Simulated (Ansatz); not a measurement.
Reactions of `FB(F)Cl`.

Calculated with Ansatz (gas phase, PBE0-D4/def2-TZVP geometries, no zero-point term in ΔE). CCSD(T)/CBS is the MP2 limit (def2-TZVPP, def2-QZVPP) plus CCSD(T) − MP2 in def2-TZVPP, frozen cores. This one scheme is used for every species. Each species was taken in one conformer, which may not be the lowest.

(1) Order these by ΔE at CCSD(T)/CBS, lowest first. (Estimate.)
A. `FB(F)Cl` + `N=C=O` → `O=C=NB(F)F` + HCl
B. `FB(F)Cl` + CH₃OH → `COB(F)Cl` + H–F
C. `FB(F)Cl` + acetylene → `C#CB(F)F` + HCl
D. `FB(F)Cl` + dimethylamine → `CN(C)B(F)F` + HCl
E. `FB(F)Cl` + CH₃SH → `CSB(F)Cl` + H–F

Largest T1 diagnostic: 0.018, for `N=C=O`.

## Answers

(1) D (-0.53 eV), A (-0.22 eV), B (-0.04 eV), C (+0.35 eV), E (+0.64 eV).
